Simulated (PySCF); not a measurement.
C₅H₁₁FOSi.
Numbering: `[F:1][CH2:2][C@H:3]1[CH2:4][SiH2:5][CH2:6][CH2:7][O:8]1` (hydrogens: H9, H10 on C2; H11 on C3; H12, H13 on C4; H14, H15 on Si5; H16, H17 on C6; H18, H19 on C7)

Structure optimised with GFN2-xTB, isolated species.

Problem. What internal coordinates does the optimisation give?

Solution. 
| bond | length (Å) | order |
| --- | --- | --- |
| F1–C2 | 1.371 | single |
| C2–C3 | 1.531 | single |
| C3–C4 | 1.529 | single |
| C4–Si5 | 1.900 | single |
| Si5–C6 | 1.903 | single |
| C6–C7 | 1.530 | single |
| C7–O8 | 1.411 | single |
| C3–O8 | 1.413 | single |
| C2–H9 | 1.094 | single |
| C2–H10 | 1.094 | single |
| C3–H11 | 1.104 | single |
| C4–H12 | 1.089 | single |
| C4–H13 | 1.091 | single |
| Si5–H14 | 1.463 | single |
| Si5–H15 | 1.469 | single |
| C6–H16 | 1.089 | single |
| C6–H17 | 1.091 | single |
| C7–H18 | 1.094 | single |
| C7–H19 | 1.101 | single |

Orders are formal, as drawn. A selection of angles:
| angle | degrees |
| --- | --- |
| F1–C2–C3 | 110.3 |
| C2–C3–C4 | 111.3 |
| C2–C3–O8 | 105.4 |
| C4–C3–O8 | 113.0 |
| C3–C4–Si5 | 109.4 |
| C4–Si5–C6 | 101.7 |
| Si5–C6–C7 | 109.5 |
| C6–C7–O8 | 113.7 |
| C3–O8–C7 | 114.7 |

Torsions: F1–C2–C3–C4 64° (synclinal); C2–C3–C4–Si5 176° (antiperiplanar); C3–C4–Si5–C6 -42° (synclinal); C4–Si5–C6–C7 41° (synclinal); Si5–C6–C7–O8 -56° (synclinal); C6–C7–O8–C3 72° (synclinal); C2–C3–O8–C7 165° (antiperiplanar).

Of the pairs four or more bonds apart, H11···H19 is among the closest relative to their van der Waals radii: 2.28 Å, 95 % of the sum of Bondi's values. O8 (cyclic ether oxygen) is bent (angle 114.7°). All 3 C–C bonds measure 1.529 to 1.531 Å. The 6-membered ring C3–C4–Si5–C6–C7–O8 has internal angles of 101.7° to 114.7° (sum 662°, against 720° for a flat polygon); it is puckered, 0.24 Å rms from its mean plane, widest ring torsion 73°. Si5 (SiH2 silicon) is distorted tetrahedral (angles from 101.7° to 111.9°).

Point group: C1 (no symmetry element, even within 0.4 Å). No GFN2-xTB frequencies stand behind this structure, so it isn't proved a minimum. One conformer, not necessarily the lowest.

These are computed values.
